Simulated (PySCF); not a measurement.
`CC[C@@]1(C)CC=CO1`, C₇H₁₂O

Geometry:
| atom | x (Å) | y (Å) | z (Å) |
| --- | --- | --- | --- |
| C1 | 1.933 | 1.242 | 0.308 |
| C2 | 1.037 | 0.589 | -0.737 |
| C3 | -0.031 | -0.352 | -0.162 |
| C4 | 0.580 | -1.492 | 0.652 |
| C5 | -1.126 | 0.399 | 0.635 |
| C6 | -2.365 | 0.083 | -0.154 |
| C7 | -2.029 | -0.661 | -1.197 |
| O8 | -0.708 | -0.949 | -1.293 |
| H9 | 2.561 | 0.505 | 0.800 |
| H10 | 2.580 | 1.973 | -0.172 |
| H11 | 1.343 | 1.754 | 1.064 |
| H12 | 0.521 | 1.362 | -1.313 |
| H13 | 1.649 | 0.013 | -1.435 |
| H14 | -0.204 | -2.192 | 0.934 |
| H15 | 1.052 | -1.111 | 1.553 |
| H16 | 1.317 | -2.023 | 0.055 |
| H17 | -0.940 | 1.475 | 0.667 |
| H18 | -1.192 | 0.037 | 1.663 |
| H19 | -3.344 | 0.431 | 0.107 |
| H20 | -2.640 | -1.073 | -1.979 |

Method: PySCF, GIAO PBE/pcSseg-1 magnetisability, rotational g tensor and spin-rotation constants, non-relativistic, gas phase. Geometry: GFN2-xTB.

Give the nuclear spin-rotation constants along the inertial axes (H = +C I·J) beside the isotropic shieldings.

Rotational constants 3.5603, 1.5866, 1.4998 GHz. A star marks the isotopologue with that one atom substituted, in its own axes.
```
atom  isotope  Caa (kHz)  Cbb (kHz)  Ccc (kHz)  mean (kHz)  σ (ppm)
  H9       1H     -0.286     -0.077     -0.111      -0.158     30.8
 H10       1H     -0.180     -0.158     -0.073      -0.137     30.5
 H11       1H     -0.365     -0.056     -0.099      -0.173     30.8
 H12       1H     -0.326     -0.071     -0.074      -0.157     30.0
 H13       1H     -0.357     -0.027     -0.101      -0.162     29.9
 H14       1H     -0.082     -0.157     -0.107      -0.115     30.2
 H15       1H     -0.167     -0.152     -0.085      -0.135     30.4
 H16       1H     -0.338     -0.030     -0.127      -0.165     30.5
 H17       1H     -0.276      0.015     -0.149      -0.137     28.8
 H18       1H     -0.395     -0.172      0.069      -0.166     29.1
 H19       1H     -0.005     -0.049     -0.158      -0.071     27.0
 H20       1H      0.132     -0.143     -0.091      -0.034     25.4
  C1     13C*      0.495      0.222      0.197       0.305    171.4
  C2     13C*      0.675      0.294      0.257       0.409    142.4
  C3     13C*      0.837      0.442      0.405       0.561     90.2
  C4     13C*      0.658      0.227      0.240       0.375    154.9
  C5     13C*      0.677      0.295      0.295       0.422    136.5
  C6     13C*      1.383      0.368      0.290       0.680     83.7
  C7     13C*      1.702      0.455      0.409       0.856     33.7
  O8     17O*     -0.741     -0.341     -0.322      -0.468    137.3
```
For the geometry as given, no vibrational averaging.

How do the rotational constants and the g tensor change when H9, H10, H11, H12, H13, H14, H15, H16, H17, H18, H19, H20 are replaced by deuterium?

Constants 2.8132, 1.3200, 1.2492 GHz; g -0.0155, -0.0048, -0.0042, against -0.0195, -0.0062, -0.0046 before.
